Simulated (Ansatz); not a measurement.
Name a neutral molecule of C, Cl, F, Ge and H with LUMO energy (B3LYP/def2-TZVPP) between -0.20 and 0.10 eV and HOMO–LUMO gap (B3LYP/def2-TZVPP) between 8.40 and 8.70 eV (Ansatz, PBE0-D4/def2-TZVP geometry).

`[CH3][GeH]([F])[Cl]` (-0.14 eV, 8.50 eV). Other molecules can fit too; these were computed, each in one conformer that needn't be the lowest.

B3LYP here is the variant with VWN-RPA as its local correlation; programs differ in this.
